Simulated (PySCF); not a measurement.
Isomers of C4H4F3N, one GFN2-xTB conformer each. Single-point energies are computed at PBE0/pcSseg-1 (PySCF, gas phase, no added dispersion term), electronic only.

| SMILES | GFN2-xTB relative energy (kcal/mol) |
| --- | --- |
| [H]/N=C\C(=C)C(F)(F)F | 17.0 |
| [H]/N=C\C=C(\F)C(F)F | 21.8 |
| C[C@H](C#N)C(F)(F)F | 0.0 |

Conformers: `[H]/[N:4]=[CH:3]\[C:2](=[CH2:1])[C:5]([F:6])([F:7])[F:8]` with C1–C2–C3–N4 180°; `[H]/[N:1]=[CH:2]\[CH:3]=[C:4](\[F:5])[CH:6]([F:7])[F:8]` with N1–C2–C3–C4 180°, C3–C4–C6–F7 -59°.

**Question.** What does PBE0/pcSseg-1 give for the same structures?

**Answer.** 
```json
{"SMILES": "C[C@H](C#N)C(F)(F)F", "PBE0/pcSseg-1 E (Eh)": "-508.53725", "PBE0/pcSseg-1 (kcal/mol)": "0.0", "GFN2-xTB (kcal/mol)": "0.0", "point group": "C1"}
{"SMILES": "[H]/N=C\\C(=C)C(F)(F)F", "PBE0/pcSseg-1 E (Eh)": "-508.50714", "PBE0/pcSseg-1 (kcal/mol)": "18.9", "GFN2-xTB (kcal/mol)": "17.0", "point group": "Cs"}
{"SMILES": "[H]/N=C\\C=C(\\F)C(F)F", "PBE0/pcSseg-1 E (Eh)": "-508.48440", "PBE0/pcSseg-1 (kcal/mol)": "33.2", "GFN2-xTB (kcal/mol)": "21.8", "point group": "Cs"}
```

Both levels put the same isomer lowest; measured from each level's own lowest isomer, the values differ by up to 11.4 kcal/mol ([H]/N=C\C=C(\F)C(F)F: 21.8 against 33.2). As drawn, the lowest has a C≡N group, which the highest lacks; the highest has a C=N bond, an N–H bond and a C=C bond outside aromatic rings, which the lowest lacks.

**Question.** Which frontier levels, dipoles and rotational constants go with these structures?

**Answer.** 
```
               SMILES  HOMO (eV, PBE0/pcSseg-1)  LUMO (eV)  dipole (D)     A, B, C (MHz)
  C[C@H](C#N)C(F)(F)F                    -10.04       0.29        3.67  2997, 1769, 1415
[H]/N=C\C(=C)C(F)(F)F                     -7.89      -1.99        2.85  2848, 1982, 1467
 [H]/N=C\C=C(\F)C(F)F                     -7.85      -1.90        2.63  2555, 1530, 1151
```
